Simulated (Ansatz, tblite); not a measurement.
Forces on WNF3 at its PBE0-D4/def2-SVP geometry. Charge 0, multiplicity 1.

In the def2 sets W takes a core potential; there is no spin–orbit coupling. The xTB rows come from tblite. The restricted singlet is unstable towards broken spin symmetry in Hartree–Fock (as tested in another run); at r2SCAN-D4/def2-TZVP this wasn't settled.

GFN1-xTB (tblite), largest force 10.33 eV/Å:

```xyz
5
positions Å, forces eV/Å
W     0.025    0.056   -0.024    3.927    8.764   -3.808
N    -0.602   -1.344    0.584   -3.619   -8.076    3.510
F    -0.728    0.176   -1.720    0.623   -0.029    1.309
F     1.860   -0.242   -0.012   -1.418    0.300   -0.038
F    -0.555    1.355    1.172    0.487   -0.959   -0.972
```

GFN2-xTB (tblite), largest force 6.37 eV/Å:

```
W 1.931 4.310 -1.873
N -2.423 -5.408 2.350
F 0.179 0.370 -0.134
F 0.136 0.377 -0.162
F 0.176 0.351 -0.181
```

r2SCAN-D4/def2-TZVP (Ansatz), largest force 0.94 eV/Å:

```
W 0.278 0.620 -0.269
N -0.356 -0.794 0.345
F 0.058 0.067 0.027
F -0.031 0.081 -0.031
F 0.052 0.027 -0.072
```
